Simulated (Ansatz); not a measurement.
Consider the isomerisation: `[CH3][Al]1[CH2][CH2]1` → `C/C=[CH]/[AlH2]`.

Gas-phase electronic energies from Ansatz, PBE0-D4/def2-TZVP geometries. CBS: MP2 limit from def2 TZ/QZ plus the TZ coupled-cluster correction, frozen cores. Functionals use def2-TZVPP. HSE06 is defined as in plane-wave codes.

Q: Is it downhill or uphill in electronic energy at CCSD(T)/CBS, and by how much? (An estimate is asked.)

A: The calculation gave: Downhill: ΔE = -0.50 eV.

Q: What do these levels give: LDA (SPW92), revPBE-D4, r2SCAN0-D4, HSE06, LC-ωPBE, SCS-MP2/def2-QZVPP? (Estimate.)

A: Ansatz gave: LDA (SPW92) -0.19, revPBE-D4 -0.44, r2SCAN0-D4 -0.38, HSE06 -0.34, LC-ωPBE -0.28, SCS-MP2/def2-QZVPP -0.54 eV.

Largest T1 diagnostic among the species: 0.011.

From BLYP to BHLYP (50 % exact exchange), in def2-TZVPP and without D4, ΔE moves by −0.05 eV. At CCSD(T), def2-SVP lies −0.24 eV from the extrapolated value and def2-TZVPP −0.03 eV. In def2-TZVPP, CCSD(T) changes the Hartree–Fock value by +0.42 eV (the triples alone add +0.02 eV) and MP2 by +0.52 eV.
